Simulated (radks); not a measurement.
Initial-state core-level shifts of neutral indium when its valence configuration changes from [Kr] 4d10 5s2 5p1. Calculated with a radial shooting solver on a logarithmic mesh with Libxc functionals: scalar-relativistic Kohn-Sham, r2SCAN, spin-polarised, spherical densities, finite nucleus; open shells are filled with parallel spins first (spin-orbit coupling, left out, can overturn this in heavy ions); meta-GGA in the generalised Kohn-Sham scheme; Fermi nuclear charge, rms radius 4.6156 fm. Shifts are changes of the shell-averaged eigenvalues in eV (positive: less bound); the change of the density at the nucleus, which sets a Mossbauer isomer shift, is in e/bohr^3, on a base of 1.794e+05.

valence                2s       3s       3d       4p  density at nucleus
4d8 5s2 5p3       -15.235  -14.844  -14.924  -12.430              +34.27
4d10 5s1 5p2       -1.149   -1.172   -1.170   -1.213              -29.12
4d10 5s1.5 5p1.5   -0.647   -0.657   -0.656   -0.673              -14.08
4d9 5s2 5p2        -7.542   -7.379   -7.414   -6.313              +16.76
4d10 5s0.5 5p2.5   -1.945   -1.976   -1.973   -2.032              -43.99
4d9.5 5s2 5p1.5    -3.760   -3.686   -3.703   -3.189               +8.28
4d8.5 5s2 5p2.5   -11.364  -11.095  -11.151   -9.390              +25.42
4d8 5s1 5p4       -16.780  -16.402  -16.482  -13.967               -3.33
4d9 5s1.5 5p2.5    -8.037   -7.884   -7.918   -6.823               +0.09
